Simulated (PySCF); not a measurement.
Computed with PBE-D3(BJ)/def2-TZVP // B3LYP-D3(BJ)/def2-TZVP in PySCF 2.14.0. All species are isolated molecules in the gas phase. Delta-SCF ions had no search for a lower state. Excitations are Tamm–Dancoff values on a coarser integration grid. The basis has no diffuse functions, so Rydberg states are missing or too high.

Reference species (SMILES): `C#CC#CN` (neutral, multiplicity 1).

* **S1–T1 gap (TDA)**: 0.31 eV
* **T1 excitation (TDA)**: 3.58 eV
* **dipole moment**: 2.91 D
* **vertical ionisation energy (Delta-SCF)**: 8.19 eV

After one change: the S1–T1 gap (TDA) goes up by 0.64 eV; the T1 excitation (TDA) increases by 1.88 eV; the dipole moment goes up by 0.70 D; the vertical ionisation energy (Delta-SCF) rises by 2.41 eV.

Question: Name the change that produced these shifts. The new species is one of these.
(A) `C#CN=C=C`
(B) `N=c1c2c1C2`
(C) `C=C=CC#N`
(D) `C#CCC#N`

Answer: D, `C#CCC#N`
